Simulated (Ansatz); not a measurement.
nido-B6H10 (SH for H, site d on B) (B₆H₁₀S). Charge 0, multiplicity 1. Geometry PBE0-D4/def2-SVP; atoms count from 1.

Cartesian coordinates in Å:
```
B -0.9810 -0.0157 -1.1783
B 0.3021 1.1195 -0.9403
B 0.6150 -1.0890 0.8176
B 1.3507 0.4920 0.3783
B -0.3885 0.3388 0.4958
B -0.7984 -1.3006 -0.1561
S -1.3453 1.2484 1.8090
H -1.9474 0.4173 -1.7437
H 0.3482 2.2586 -1.3079
H 0.9053 -1.6741 1.8218
H 2.0833 1.1436 1.0657
H -2.5582 0.7920 1.4330
H -1.5894 -2.1020 0.2600
H 0.1198 0.2165 -1.9168
H 1.6290 0.7474 -0.8772
H 1.8379 -0.7223 0.2950
H 0.4168 -1.8703 -0.2560
```

Another isomer (singlet) lies 0.25 eV lower at PBE0-D4/def2-TZVP; other spin states weren't run for this one.

Estimate the Mulliken populations from the PBE0/def2-TZVP orbitals of Ansatz.


```csv
atom,charge (e)
B1,-0.24
B2,-0.21
B3,-0.21
B4,-0.36
B5,0.36
B6,-0.24
S7,-0.30
H8,0.04
H9,0.05
H10,0.05
H11,0.05
H12,0.15
H13,0.04
H14,0.18
H15,0.22
H16,0.22
H17,0.18
```
Mulliken values depend strongly on the basis.

And the Mayer bond orders between heavy atoms (over 0.3)?

B1–B2 0.69 (1.73 Å); B1–B5 0.44 (1.81 Å); B1–B6 1.01 (1.65 Å); B2–B4 0.58 (1.80 Å); B2–B5 0.47 (1.77 Å); B3–B4 0.58 (1.80 Å); B3–B5 0.47 (1.77 Å); B3–B6 0.69 (1.73 Å); B4–B5 0.52 (1.75 Å); B5–B6 0.44 (1.81 Å); B5–S7 0.90 (1.86 Å).
